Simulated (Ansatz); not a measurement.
```yaml
crystal:
  periodic: [false, false, false]
  atoms:
    - {symbol: Cl, position_ang: [-1.337621, -2.747468, 0.602828]}
    - {symbol: Al, position_ang: [-0.300933, -1.114918, -0.183949]}
    - {symbol: B, position_ang: [0.623215, 0.553831, -0.744095]}
    - {symbol: N, position_ang: [-0.060367, 0.545293, 0.481747]}
    - {symbol: H, position_ang: [1.252231, 1.377171, -1.332179]}
    - {symbol: H, position_ang: [-0.134426, 1.322190, 1.129447]}
basis:
  gaussian: {orbitals: def2-TZVPP}
magnetization: {spin_polarized: true, initial_magnetization: 2}
hamiltonian: {xc: {name: B2PLYP}, dispersion: rvv10}
```

```sh
$ ansatz run in.yaml --threads 2 --pin off --events-out ev --progress --plain --max-ram 4352MiB
```

How does Ansatz answer? (Estimate.)

The calculation gave: The input was rejected before any iteration.
```
Error: invalid value for `hamiltonian.dispersion`: this functional's text states its nonlocal part
```
